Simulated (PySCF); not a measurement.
Cuminaldehyde, C10H12O.
Bonds: C1–C2, C2–C3, C2–C4, C4–C5 (aromatic), C5–C6 (aromatic), C6–C7 (aromatic), C7–C8, C8–O9 (double), C7–C10 (aromatic), C10–C11 (aromatic), C4–C11 (aromatic). Hydrogens: H12, H13, H14 on C1; H15 on C2; H16, H17, H18 on C3; H19 on C5; H20 on C6; H21 on C8; H22 on C10; H23 on C11.

Method: PBE0-D3(BJ)/def2-SVP geometry optimisation, gas phase in PySCF 2.14.0; density fitting, grid level 2; the optimiser is geomeTRIC in internal coordinates, started from a GFN2-xTB structure.

Geometry at step 0:
```
atom  x, y, z in Å
C1     -2.5873    0.3377   -0.7686
C2     -1.7581   -0.5244    0.1864
C3     -2.1645   -0.2704    1.6399
C4     -0.2848   -0.2696   -0.0084
C5      0.2634    0.9919    0.2125
C6      1.6120    1.2193    0.0336
C7      2.4525    0.1834   -0.3738
C8      3.8856    0.4117   -0.5678
O9      4.6863   -0.4191   -0.9172
C10     1.9079   -1.0818   -0.5966
C11     0.5582   -1.2999   -0.4153
H12    -2.2802    0.1657   -1.7980
H13    -2.4621    1.3940   -0.5440
H14    -3.6427    0.0915   -0.6763
H15    -1.9555   -1.5772   -0.0443
H16    -2.0302    0.7760    1.9019
H17    -3.2107   -0.5286    1.7873
H18    -1.5606   -0.8747    2.3132
H19    -0.3721    1.8057    0.5281
H20     2.0239    2.2032    0.2089
H21     4.2024    1.4549   -0.3614
H22     2.5655   -1.8786   -0.9109
H23     0.1464   -2.2835   -0.5916
```

Q: What forces act on the atoms?

A: 
```
atom  Fx (eV/Å)  Fy (eV/Å)  Fz (eV/Å)
  C1      0.283     -0.493      0.252
  C2     -0.105      0.557      0.153
  C3      0.149     -0.297     -0.532
  C4     -0.355     -0.189      0.017
  C5     -0.065     -0.026      0.006
  C6      0.211     -0.167     -0.080
  C7     -0.169     -0.192     -0.018
  C8      0.201     -0.019     -0.041
  O9      0.018     -0.128     -0.036
 C10      0.099      0.133      0.020
 C11      0.078      0.029     -0.008
 H12      0.063     -0.006     -0.431
 H13      0.030      0.473      0.061
 H14     -0.462     -0.051      0.014
 H15      0.022     -0.220     -0.062
 H16      0.047      0.451      0.161
 H17     -0.448     -0.074      0.115
 H18      0.201     -0.201      0.339
 H19     -0.289      0.366      0.144
 H20      0.201      0.445      0.076
 H21      0.162      0.354      0.062
 H22      0.322     -0.328     -0.142
 H23     -0.193     -0.416     -0.068
```

The largest, 0.63 eV/Å, acts on C3 (C1 within 3 % of it); the rms over all components is 0.239 eV/Å. The forces sum to zero within rounding, as they must for an isolated molecule in no field.

Q: Give the force on C3 in Eh/bohr and in nN.

A: 0.627 eV/Å ÷ 51.422 = 0.01220 Eh/bohr, and 0.627 eV/Å × 1.602 = 1.00 nN.

Q: How far is this geometry from the end of the optimisation?

A: 0.057 eV above it, and 0.028 Å rms away after alignment. The bonds farthest from their final lengths, with half the difference of the two atoms' forces along the bond (positive lengthens):

```
  bond  now (Å)  final (Å)  force along bond (eV/Å)
C3–H16    1.087      1.102                    +0.44
C1–H13    1.087      1.102                    +0.44
C3–H17    1.088      1.101                    +0.30
C6–H20    1.081      1.094                    +0.29
C1–H14    1.088      1.101                    +0.30
C5–H19    1.080      1.093                    +0.23
```

The angle farthest from its final value is C4–C2–H15, 108.1° against 106.7°.

Of the 6 listed bonds off by 0.010 Å or more, this force points towards the final length in 6.

The cost below is that of the whole optimisation. Time: 2.6 min; peak memory 0.98 GiB. Hardware: one thread, Intel Xeon Platinum 8488C (x86_64) (shared host).
